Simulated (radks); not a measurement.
The numbers below are computed, except where a source is named.
The mean radii <r> (bohr) of the occupied orbitals of an atom or ion are listed with their occupations. Code: a radial shooting solver on a logarithmic mesh with Libxc functionals. Model: Dirac Kohn-Sham, PBE, spin-unpolarised, spherical densities, point nucleus.

orbital     occ.      <r>
1s1/2          2  0.04029
2s1/2          2   0.1775
2p1/2          2   0.1523
2p3/2          4   0.1563
3s1/2          2   0.5101
3p1/2          2   0.5112
3p3/2          4   0.5216
3d3/2          4   0.5216
3d5/2          6   0.5253
4s1/2          2    1.391
4p1/2    1.33333    1.555
4p3/2    2.66667    1.582

Name the element and its charge. Open shells, if any, are shared by 2j + 1.

Answer. Z = 37, rubidium, charge +3: Rb3+ in [Ar] 3d10 4s2 4p4. The 1s radius gives Z: for a bare nucleus <r> = (2 gamma + 1)/(2Z) with gamma = sqrt(1 - (Z/c)^2), 0.03954 bohr for Z = 37, and screening makes it slightly larger (0.04029 here). The occupations add up to 34, and the charge is Z minus that.
